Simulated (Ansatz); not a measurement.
An input meant for InH2(CH2SiH3) (CH₇InSi) (charge 0, singlet; atoms displaced at random, 0.15 Å in each coordinate).

```yaml
crystal:
  periodic: [false, false, false]
  atoms:
    - {symbol: In, position_ang: [2.003507, 3.775657, -1.221107]}
    - {symbol: H, position_ang: [5.805749, 3.431363, -1.249203]}
    - {symbol: H, position_ang: [-0.486123, 6.775228, -1.628461]}
    - {symbol: C, position_ang: [-0.431702, -1.223845, -1.353178]}
    - {symbol: Si, position_ang: [-1.417643, -1.854443, 2.167559]}
    - {symbol: H, position_ang: [-1.972496, -0.535383, -2.752684]}
    - {symbol: H, position_ang: [0.907637, -2.520165, -2.781139]}
    - {symbol: H, position_ang: [1.554034, -2.230610, 3.802479]}
    - {symbol: H, position_ang: [-3.777322, 0.034901, 3.833713]}
    - {symbol: H, position_ang: [-2.383464, -5.638526, 2.153056]}
basis:
  gaussian: {orbitals: def2-TZVP}
hamiltonian: {xc: {name: r2SCANh}, dispersion: d4, pseudopotentials: {relativity: none}}
scf: {lower_state_search: off}
```

```sh
$ ansatz run in.yaml --threads 4 --pin off --events-out ev --progress --plain --max-ram 3916MiB
```

Output, abridged:

```
Functional definition: r2SCANh
1128 factors; their error is unknown
mean field evaluation 1: about -14149.7823 eV, gradient 3.9e1 eV
mean field evaluation 2: about -13932.0673 eV, gradient 1.6e2 eV
mean field evaluation 4: about -14083.5711 eV, gradient 1.1e2 eV
mean field evaluation 8: about -14169.2245 eV, gradient 1.8e0 eV
mean field evaluation 16: about -14169.3138 eV, gradient 2.4e-6 eV
mean field -14169.31376797 eV, -520.7126766670 hartree, gradient 2.5e-6 eV, S^2 0.000000; 0 other end points of the search recorded, 0 dependent functions left out
reference -14169.31379733 eV, -520.7126777459 hartree; 24, 24 occupied and 136, 136 virtual orbitals, 1128 factors
Total energy: -14169.35939060 eV, -520.7143532679 hartree
Checks for a lower state left out: stability, starts, cluster_reference, orbital_swaps, neighbouring_geometries, increment
```

**Question.** Something in this input is off. What?

**Answer.** The geometry is stretched to more than twice its size. The calculation finished and met its thresholds. The result belongs to that input, not to the species as meant.
